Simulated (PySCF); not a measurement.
# Correlation energy of Cr (chromium, neutral)

[Ar] 3d4 4s2, high-spin 5D determinant (an excited configuration). Calculation: PySCF 2.14, in x2c-TZVPPall (6s5p4d2f1g, 64 functions); the spin-free X2C one-electron Hamiltonian (Gaussian nucleus). Frozen: [Ar]; 6 electrons correlated.

```
  level  correlation energy (mhartree)
   CCSD                        -100.43
    (T)                          -3.24
CCSD(T)                        -103.67
```

Diagnostics: T1 = 0.023, D1 = 0.0688, largest double amplitude 0.124.

Cost of the coupled-cluster step: about 4 core-seconds, for 6 correlated electrons.
